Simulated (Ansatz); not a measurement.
`CO[CH2][AlH2]` + `[SH][SnH3]` → `[AlH2][S][SnH3]` + `COC` at 500 K and 1 bar (ligand exchange at the Al–C bond).

Calculated with Ansatz (gas phase, PBE0-D4/def2-TZVP geometries, no zero-point term in ΔE). CBS: MP2 limit from def2 TZ/QZ plus the TZ coupled-cluster correction, frozen cores. def2 core potentials past Kr. For Sn outer-core shells are correlated without core-valence functions, which leaves a few kJ/mol of doubt a bond. One conformer a species, not always the lowest.

| species | CCSD(T)/CBS energy (Eh) | H − E (kJ/mol) | S (J/(mol·K)) |
| --- | --- | --- | --- |
| `CO[CH2][AlH2]` | -397.45414 | 258.8 | 391.9 |
| `[SH][SnH3]` | -614.20548 | 108.5 | 344.0 |
| `[AlH2][S][SnH3]` | -856.85532 | 139.0 | 415.5 |
| `COC` | -154.86276 | 238.9 | 303.2 |

H − E and S are ideal-gas, rigid-rotor, harmonic terms from PBE0-D4/def2-TZVP, for one conformer and one mirror image of each species. 1 Eh = 2625.50 kJ/mol, R = 8.31446 J/(mol·K).

Q: By hand: ΔE, ΔH, ΔS and ΔG.

A: ΔE = (-856.85532) + (-154.86276) − (-397.45414) − (-614.20548) = -0.05846 Eh = -153.5 kJ/mol. Δ(H − E) = 139.0 + 238.9 − 258.8 − 108.5 = 10.6, so ΔH = -142.9 kJ/mol. ΔS = 415.5 + 303.2 − 391.9 − 344.0 = -17.2 J/(mol·K). ΔG = -142.9 − 500 × (-17.2)/1000 = -134.3 kJ/mol.

Q: By hand: the equilibrium constant, and the temperature at which ΔG would vanish if ΔH and ΔS stayed fixed.

A: log₁₀ K = −ΔG/(RT ln 10) = 14.0. ΔG = 0 at ΔH/ΔS = 8308 K, far beyond where these terms or the molecules hold.

ΔH outweighs TΔS. A doubt of 5 kJ/mol in ΔE shifts log₁₀ K by 0.5 here. Other conformers and mirror images would add mixing entropy, several J/(mol·K) or more a flexible species. Modes under 60 cm⁻¹, often nearly free rotors, make the harmonic entropy too high. These are equilibria of isolated gas molecules and say nothing of rates. Largest T1 diagnostic: 0.013 (customary marks: 0.02 for closed shells, 0.045 for open ones).
